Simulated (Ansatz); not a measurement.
Computed with Ansatz on PBE0-D4/def2-TZVP structures; ΔE is electronic, products minus reactants. CBS: MP2 limit from def2 TZ/QZ plus the TZ coupled-cluster correction, frozen cores. This one scheme is used for every species, atoms too. Functionals use def2-TZVPP. Open shells (•) are unrestricted, without spin–orbit coupling. Spin–orbit coupling would lower the free atoms: a little for F. Elements past krypton have def2 core potentials. Bonds to Ge, I are less sure, by a few kJ/mol each and by 10 to 20 or more in all where they break to atoms, as the def2 sets lack core-valence functions. Scalar relativity is left out up to krypton.

`[GeH3][I]` + F• → `[GeH2][I]`• + H–F  (hydrogen abstraction from a Ge–H bond)

```tsv
level	ΔE (kJ/mol)
PBE-D4	-249.1
PBE0-D4	-221.9
revPBE	-239.8
LC-ωPBE	-221.7
HF/def2-SVP	-107.0
CCSD/def2-SVP	-185.0
HF/def2-TZVPP	-120.2
CCSD(T)/def2-TZVPP	-212.5
```

Question: What does CCSD(T)/CBS give? (Best estimate.)

Answer: Ansatz gave: -224.8 kJ/mol. The listed levels differ from it by -24.3, 2.9, -15.0, 3.1, 117.8, 39.8, 104.6, 12.3 kJ/mol.

Question: What do rigid-rotor, harmonic-oscillator terms from PBE0-D4/def2-TZVP frequencies (298.15 K, 1 bar) make of the CCSD(T)/CBS value? (Estimate.)

Answer: The calculation gave: ΔZPE = +0.7 kJ/mol, ΔH = -222.0 kJ/mol, ΔS = 24 J/(mol·K), ΔG = -229.3 kJ/mol. Open shells count their whole term as degenerate.

Largest T1 diagnostic among the species: 0.012.

In def2-TZVPP, CCSD(T) changes the Hartree–Fock value by −92.3 kJ/mol (the triples alone add −7.1 kJ/mol) and MP2 by −118.3 kJ/mol. From r2SCAN to r2SCAN0 (25 % exact exchange), in def2-TZVPP and without D4, ΔE moves by +17.9 kJ/mol.

CCSD(T)/CBS has its own doubt, a few kJ/mol and more with outer-core shells, so smaller differences from it don't rank the levels.
